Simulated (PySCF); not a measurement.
Isomers of C4H8BFO2 and their computed core-level spectra.

The calculation used delta-SCF UKS SCAN, pcX-2 on the ionised atom, pcseg-1 elsewhere, spin-free X2C in PySCF. Geometries: PBE0-D3(BJ)/def2-SVP; isolated species, one conformer each.

Line lists (1s up to Mg, 2p3/2 beyond; areas count atoms within a level, one atom standing for each set equivalent by bonding):
1. B 1s: 197.50 eV; C 1s: 290.82 (area 1), 291.05 (area 1), 292.69 (area 1), 294.87 (area 1) eV; O 1s: 538.92 (area 1), 539.24 (area 1) eV; F 1s: 692.80 eV
2. B 1s: 197.17 eV; C 1s: 290.21 (area 1), 290.64 (area 1), 290.70 (area 1), 292.79 (area 1) eV; O 1s: 539.11 eV; F 1s: 692.26 eV
3. B 1s: 197.24 eV; C 1s: 291.06 (area 1), 292.52 (area 1), 292.69 (area 1), 293.28 (area 1) eV; O 1s: 538.76 (area 1), 538.85 (area 1) eV; F 1s: 692.84 eV

Structures:
A. `C[C@@]1(CF)COBO1`
B. `C1C[C@@H](F)[C@@H]1B(O)O`
C. `CC[C@@H]1OBO[C@@H]1F`

Which list belongs to which compound?

- 1 = C: another candidate has the same counts of sites, so positions decide. B 1s: 197.50 three-coordinate boron; C 1s: 290.82 methyl carbon, 291.05 chain CH2 carbon, 292.69 sp3 carbon bound to oxygen, 294.87 sp3 C–F carbon; O 1s: 538.92 boron-bound oxygen, 539.24 boron-bound oxygen; F 1s: 692.80 alkyl fluorine.
- 2 = B: no other candidate has these counts of sites. B 1s: 197.17 three-coordinate boron; C 1s: 290.21 sp3 carbon bound to boron, 290.64 four-membered-ring carbon, 290.70 four-membered-ring carbon, 292.79 sp3 C–F carbon; O 1s: 539.11 boron-bound oxygen (×2); F 1s: 692.26 alkyl fluorine.
- 3 = A: another candidate has the same counts of sites, so positions decide. B 1s: 197.24 three-coordinate boron; C 1s: 291.06 methyl carbon, 292.52 sp3 carbon bound to oxygen, 292.69 sp3 carbon bound to oxygen, 293.28 sp3 C–F carbon; O 1s: 538.76 boron-bound oxygen, 538.85 boron-bound oxygen; F 1s: 692.84 alkyl fluorine.
